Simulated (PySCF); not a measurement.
Problem. Give a GFN2-xTB geometry of `COC1=C[C@@H](F)C=CO1`.

Solution. 
```
atom  x, y, z in Å
C1     2.6792    0.8077    0.1017
O2     1.8741   -0.1636    0.7456
C3     0.5574   -0.1624    0.4689
C4    -0.2584   -1.0932    0.9743
C5    -1.7266   -1.0572    0.7332
F6    -2.3962   -0.6733    1.9228
C7    -2.0524   -0.0607   -0.3307
C8    -1.1417    0.7954   -0.7743
O9     0.1614    0.8115   -0.3957
H10    3.6873    0.6355    0.4720
H11    2.6559    0.6844   -0.9843
H12    2.3580    1.8210    0.3553
H13    0.1428   -1.8358    1.6398
H14   -2.1434   -2.0518    0.5220
H15   -3.0681   -0.0084   -0.6830
H16   -1.3369    1.5597   -1.5114
```

Orientation and origin are arbitrary. Atoms count from 1 in this order. The C–C distances run from 1.326 Å (C7=C8, drawn double) to 1.494 Å (C5–C7, drawn single), a spread of 0.168 Å. The 4 C–O bonds span 1.345 Å (O2–C3, drawn single) to 1.416 Å (C1–O2, drawn single), a spread of 0.071 Å. O2 (ether oxygen) is bent (angle 117.5°). The 6-membered ring C3–C4–C5–C7–C8–O9 has internal angles of 110.3° to 125.0°; it is slightly puckered (a soft mode that the optimisation may not have finished), 0.04 Å rms from its mean plane, widest ring torsion 12°.

Bonds between heavy atoms (Å): C1–O2 1.416, O2–C3 1.345, C3=C4 1.337, C4–C5 1.488, C5–F6 1.418, C5–C7 1.494, C7=C8 1.326, C8–O9 1.357, C3–O9 1.361.

Structure optimised with GFN2-xTB, isolated species.

Point group: C1 (no symmetry element, even within 0.4 Å). No GFN2-xTB frequencies stand behind this structure, so it isn't proved a minimum. The numbers are those of one conformer (C1–O2–C3–C4 176°).

All values are computed, not measured.
